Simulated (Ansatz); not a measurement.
SnH(NCO)3 (C₃HN₃O₃Sn). Charge 0, multiplicity 1. Geometry r2SCAN-D4/def2-SVP, basis def2-TZVP, Ansatz.

```xyz
11

Sn   -0.209   -1.226    0.098
H    -0.493   -2.878    0.211
N    -0.916   -0.265    1.722
C    -1.063    0.835    2.215
O    -1.238    1.860    2.753
N    -1.111   -0.452   -1.529
C    -1.274    0.572   -2.161
O    -1.477    1.517   -2.822
N     1.766   -0.846   -0.040
C     2.584    0.041   -0.165
O     3.431    0.842   -0.283
```

```tsv
run	HOMO (eV)	LUMO (eV)
A	-7.48	-2.95
B	-7.81	-2.72
C	-8.91	-2.01
D	-8.51	-2.38
E	-11.15	0.07
```

In the def2 sets Sn takes a core potential; there is no spin–orbit coupling. HSE06 is defined as in plane-wave codes, on full-range PBE exchange.

Q: The runs used HSE06, PBE, PBE0, r2SCAN, ωB97M-V. Estimate which is which.

A: A PBE (0 % exact exchange); B r2SCAN (0 % exact exchange); C PBE0 (25 % exact exchange); D HSE06 (range-separated); E ωB97M-V (range-separated). Exact exchange lowers occupied and raises empty levels; among semilocal functionals meta-GGAs tend to open the gap a little, and such runs are hard to tell apart. The gap grows from 4.53 eV (PBE) to 11.22 eV (ωB97M-V).
